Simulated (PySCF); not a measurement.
**Broadened absorption spectrum of SiEt2(NHMe)2**

SiEt2(NHMe)2, C₆H₁₈N₂Si.
Structure used (PBE0-D3(BJ)/def2-SVP), in Å, numbered top down from 1:
```xyz
27
C6H18N2Si angstrom
Si    -0.0328    0.0232    0.0430
C     -0.0754   -0.1285    1.9249
C     -1.4690    0.0292    2.5262
H      0.6079    0.6375    2.3338
H      0.3666   -1.0985    2.2169
H     -1.4652   -0.0450    3.6255
H     -1.9020    1.0083    2.2641
H     -2.1615   -0.7368    2.1425
C      1.7596    0.0354   -0.5499
C      2.5047   -1.2552   -0.2168
H      2.2904    0.9032   -0.1194
H      1.7502    0.2000   -1.6423
H      3.5272   -1.2653   -0.6269
H      2.5908   -1.4052    0.8715
H      1.9780   -2.1346   -0.6216
N     -0.8001    1.4436   -0.5995
C     -0.2082    2.7334   -0.8451
H     -1.8112    1.4682   -0.5177
H     -0.2685    3.4339    0.0119
H      0.8592    2.6208   -1.0892
H     -0.6743    3.2370   -1.7100
N     -0.9744   -1.3111   -0.5448
C     -1.2973   -1.5431   -1.9303
H     -1.0595   -2.1293    0.0468
H     -2.3140   -1.9570   -2.0540
H     -1.2762   -0.5829   -2.4686
H     -0.5975   -2.2269   -2.4505
```

Theory: TDDFT B3LYP/def2-SVPD, vertical, gas phase, core orbitals frozen in the response (PySCF 2.14.0, density-fitted response routines).

Broadening: Gaussians 0.3 eV wide at half height, area fixed by f = 4.319×10⁻⁹ ∫ε dν̃. The cross-section is σ = 3.8235×10⁻²¹ ε cm², given in Mb (10⁻¹⁸ cm²). The width is an assumption, not a result. The curve ends short of the highest state used, and states not computed would add to its high-energy end.

| E (eV) | σ (Mb) |
| --- | --- |
| 5.01 | 0.00 |
| 5.05 | 0.01 |
| 5.08 | 0.03 |
| 5.11 | 0.05 |
| 5.14 | 0.10 |
| 5.17 | 0.18 |
| 5.20 | 0.30 |
| 5.23 | 0.48 |
| 5.26 | 0.73 |
| 5.29 | 1.05 |
| 5.32 | 1.43 |
| 5.35 | 1.86 |
| 5.39 | 2.42 |
| 5.42 | 2.77 |
| 5.45 | 3.02 |
| 5.48 | 3.13 |
| 5.51 | 3.08 |
| 5.54 | 2.89 |
| 5.57 | 2.58 |
| 5.60 | 2.20 |
| 5.63 | 1.80 |
| 5.66 | 1.42 |
| 5.70 | 1.03 |
| 5.73 | 0.84 |
| 5.76 | 0.77 |
| 5.79 | 0.83 |
| 5.82 | 1.02 |
| 5.85 | 1.34 |
| 5.88 | 1.81 |
| 5.91 | 2.42 |
| 5.94 | 3.15 |
| 5.97 | 3.97 |
| 6.00 | 4.85 |
| 6.04 | 6.05 |
| 6.07 | 6.92 |
| 6.10 | 7.75 |
| 6.13 | 8.54 |
| 6.16 | 9.29 |
| 6.19 | 10.01 |
| 6.22 | 10.68 |
| 6.25 | 11.24 |
| 6.28 | 11.64 |
| 6.31 | 11.78 |
| 6.34 | 11.59 |

Task: Where are the band maxima, and which computed states make them?

Result: 226 nm (5.49 eV), ε about 820, made up of S1 (77%) and S2 (23%); 197 nm (6.31 eV), ε about 3100, made up of S7 (44%) and S8 (40%) (ε in L mol⁻¹ cm⁻¹; maxima over ε = 5, shares over 10%). The states used: S1 5.46 eV (f 0.0071); S2 5.56 eV (f 0.0024); S3 5.95 eV (f 0.0019); S4 6.08 eV (f 0.0049); S5 6.11 eV (f 0.0095); S6 6.23 eV (f 0.0022); S7 6.29 eV (f 0.015); S8 6.39 eV (f 0.017); S9 6.81 eV (f 0.0081); S10 6.94 eV (f 0.010).

Task: Coming from long wavelengths, where does ε first pass 100 L mol⁻¹ cm⁻¹?

Result: At about 238 nm (5.22 eV), 0.25 eV below S1.

Task: What would ε be at 6.31 eV, the highest of these maxima, with half the width (0.15 eV)?

Result: About 4170 L mol⁻¹ cm⁻¹ against 3080, a factor of about 1.4; a lone state at its own centre would give exactly 2.

Task: On this curve, what absorbance would a 10⁻³ mol/L sample give at 222 nm over a 1 cm path?

Result: 222 nm is 5.585 eV, where ε is about 630 L mol⁻¹ cm⁻¹, so A = ε c l ≈ 0.63 (Beer–Lambert, with the gas-phase spectrum and the assumed width).

One conformer stands for the species.

Without π bonds the low states are Rydberg-like; a valence basis with one diffuse set may place them up to an eV too high.
